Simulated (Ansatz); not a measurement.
The cluster Cu₂Pt. The state is a singlet with charge 0. Geometry relaxed at r2SCAN-D4/def2-TZVP.

```xyz
3

Pt    1.095    0.785   -0.069
Cu    0.033   -1.255   -0.570
Cu   -1.128    0.470    0.639
```

In the def2 sets Pt takes a core potential; there is no spin–orbit coupling. The structure comes from a short search, and lower isomers may exist.

Problem. Estimate the harmonic wavenumbers at RKS r2SCAN-D4/def2-TZVP (Ansatz, unscaled). Is this a minimum?

Solution. 146, 226, 275 cm⁻¹. Yes, no mode is imaginary beyond noise. Zero-point energy 3.9 kJ/mol. Hardware: 4 threads of Arm Neoverse V2 on a shared host. Wall time 32 s.
